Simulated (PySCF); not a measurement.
r2SCAN on Tl⁻ (thallium, charge -1), [Xe] 4f14 5d10 6s2 6p2, high-spin 3P determinant. Computed with PySCF 2.14 in aug-cc-pVDZ-PP with ECP60MDF (5s4p3d, 32 functions), with a scalar-relativistic core potential.

```
cycle= 1 E= -172.590974843345  delta_E= -0.00896  |g|= 0.0104  |ddm|= 0.514
cycle= 2 E= -172.590900434174  delta_E= 7.44e-05  |g|= 0.0187  |ddm|= 0.199
cycle= 3 E= -172.591431833227  delta_E= -0.000531  |g|= 0.00296  |ddm|= 0.0862
cycle= 4 E= -172.591452652847  delta_E= -2.08e-05  |g|= 0.000213  |ddm|= 0.0263
cycle= 5 E= -172.591452826024  delta_E= -1.73e-07  |g|= 2.68e-05  |ddm|= 0.00434
cycle= 6 E= -172.591452828368  delta_E= -2.34e-09  |g|= 7.54e-06  |ddm|= 0.000329
cycle= 7 E= -172.59145282852  delta_E= -1.52e-10  |g|= 5.23e-07  |ddm|= 6.21e-05
converged SCF energy = -172.59145282852  <S^2> = 2.0047264  2S+1 = 3.0031493
```

Highest occupied orbital energy: 1.151 eV; ⟨L²⟩ = 2.01; populations by l: s 4.00, p 8.00, d 10.00.

Problem. Can this result be used?

Solution. With care. The calculation finished and met its thresholds. Energies and moments cover only the electrons outside the core potential. Spin-orbit coupling is strong in this species (close to jj coupling), so the high-spin LS determinant is a model state, not a physical level. At r2SCAN the highest occupied level has a positive energy, so only the finite basis holds that electron; in a semilocal or global hybrid functional this comes from self-interaction and does not mean that the real anion is unbound.
